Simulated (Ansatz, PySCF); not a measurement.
Molecule: GeBr3, net charge 0, doublet state. It need not be the lowest isomer of its formula. SMILES: [Br][Ge]([Br])[Br]
Structure (B3LYP-D3(BJ)/def2-TZVP (Ansatz, a quantum-chemistry and plane-wave program) minimum search):
```xyz
4

Ge     0.5264    -0.2236     0.2007
Br    -0.6251    -1.8711    -1.0031
Br    -0.7852     0.4626     2.0168
Br     0.9291     1.6129    -1.1972
```
Charge 0, spin multiplicity 2.

Property: vertical ionisation energy (to the singlet state of charge +1; each state is the SCF solution reached for its spin; the molecule has degenerate orbitals, so one determinant may break the symmetry), in eV. Correlated levels leave the core frozen unless marked. UHF or UKS for open shells. No spin-orbit coupling. The frozen core is the preceding noble-gas configuration, with the filled d and f shells of earlier blocks. No relativistic terms. CBS(X,Y): correlation extrapolated as X^-3; Hartree-Fock from the larger set. The bracket is a focal-point correction in the basis named.

```csv
level,program,vertical ionisation energy (eV)
HF/aug-cc-pVDZ,Ansatz,9.24
HF/aug-cc-pVQZ,Ansatz,9.13
SVWN5/def2-TZVPD,Ansatz,9.08
PBE/def2-TZVPD,Ansatz,8.92
B3LYP/def2-TZVPD,Ansatz,9.16
PBE0/def2-TZVPD,Ansatz,9.21
CAM-B3LYP/def2-TZVPD,Ansatz,9.36
wB97M-V/def2-TZVPD,Ansatz,9.28
wB97X-V/def2-TZVPD,Ansatz,9.32
B2PLYP/def2-TZVPD,Ansatz,9.07
MP2/aug-cc-pVDZ,Ansatz,9.05
RI-MP2/aug-cc-pVTZ,Ansatz,9.05
RI-MP2/aug-cc-pVQZ,Ansatz,9.10
"RI-MP2/CBS(aug-cc-pVTZ,aug-cc-pVQZ)",Ansatz,9.14
SCS-MP2/aug-cc-pVDZ,Ansatz,9.00
SCS-MP2/aug-cc-pVTZ,Ansatz,8.99
CCSD/aug-cc-pVDZ,Ansatz,9.08
CCSD/aug-cc-pVTZ,Ansatz,9.11
CCSD(T)/aug-cc-pVDZ,Ansatz,8.98
CCSD(T)/aug-cc-pVTZ,Ansatz,9.02
"RI-MP2/CBS(aug-cc-pVTZ,aug-cc-pVQZ)+[CCSD(T)-MP2]/aug-cc-pVTZ",Ansatz,9.11
```

For comparison, minus the highest occupied orbital energy (PySCF): 10.08 eV at HF/def2-TZVPD, 6.30 eV at PBE/def2-TZVPD, 8.35 eV at M06-2X/def2-TZVPD.
